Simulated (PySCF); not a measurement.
## Low-lying terms of Se⁴⁺ (selenium, charge +4)

Ground state [Ar] 3d10 4s2, ¹S. Calculation: PySCF 2.14, in x2c-SVPall with two added diffuse shells each of s, p, d type (7s6p5d, 50 functions); scalar relativity by spin-free X2C-1e. Vertical excitation energies in eV without spin-orbit coupling; excited terms of each kind are numbered among those the solver found. Frozen: [Ar].

```csv
term,leading excitation,EOM-EE-CCSD
1 3P°,4s → p,11.104
1 1P°,4s → p,16.555
1 3D,4s → d,31.810
1 3S,4s → s,35.196
1 1D,4s → d,35.412
1 1S,4s → s,35.999
2 3P°,4s → p,40.182
2 1P°,4s → p,40.547
2 3D,4s → d,47.258
2 1D,4s → d,47.733
```

Only the lower part of the computed list is shown. Doubly excited terms such as np² are absent. The solver can miss terms.
